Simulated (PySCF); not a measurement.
PbCl from Hartree–Fock to correlated methods

State: ²Π (doublet), unpaired electrons π ↑. Set-up: Pb def2-SVPD with ECP60, Cl def2-SVPD; scalar-relativistic core potentials (PySCF 2.14). De refers to Pb + Cl in their high-spin ground configurations, without counterpoise correction. The functionals are run spin-unrestricted. A positive dipole means Pb(−)Cl(+).

```tsv
Level	Re (Å)	ωe (cm⁻¹)	De (eV)	μ (D)
UHF	2.539	299	2.46	-4.71
UHF-MP2	2.527	307	3.57	n/a
UHF-SCS-MP2	2.536	302	3.47	n/a
UHF-CCSD	2.535	303	3.33	n/a
UHF-CCSD(T)	2.538	301	3.44	n/a
PBE	2.530	299	3.97	-3.76
r²SCAN	2.515	309	3.85	-3.85
M06-L	2.531	301	4.22	-4.07
B3LYP	2.535	299	3.73	-4.05
PBE0	2.511	310	3.78	-3.98
M06	2.521	307	4.19	-4.04
ωB97X	2.509	311	3.87	-4.21
```

Question: Which functional lies closest to UHF-CCSD(T) in De, which farthest, and by how much do they differ from it?

Answer: Closest is B3LYP (-0.3 pm in Re, -0.7 % in ωe, +0.29 eV in De against UHF-CCSD(T) in the same basis), farthest M06-L (-0.7 pm in Re, +0.0 % in ωe, +0.78 eV in De). CCSD(T) converges more slowly with the basis than the functionals do and binds too weakly in this one, so the order can change at the basis-set limit.

Question: What does the step from GGA to meta-GGA do here, going from PBE to r²SCAN?

Answer: r²SCAN less PBE: -1.5 pm in Re, +3.3 % in ωe, -0.12 eV in De. 

Question: What does second-order correlation do here, going from UHF to UHF-MP2?

Answer: UHF-MP2 less UHF: -1.2 pm in Re, +2.7 % in ωe, +1.11 eV in De. Correlation nearly always deepens the well. The bond shortens, as in weak, metallic or heavy-atom bonds, where dispersion and the correlation of outer-core electrons pull the atoms together.

Correlated steps freeze 9 core orbitals. Correlated levels converge slowly with the basis: in double zeta they bind strong bonds too weakly, by up to about 1 eV, and carry superposition errors of some tenths. Spin–orbit coupling is left out, which matters for elements this heavy, above all for dissociation energies. The state is the lowest determinant that a PBE0 search found; another state may lie lower at other levels.
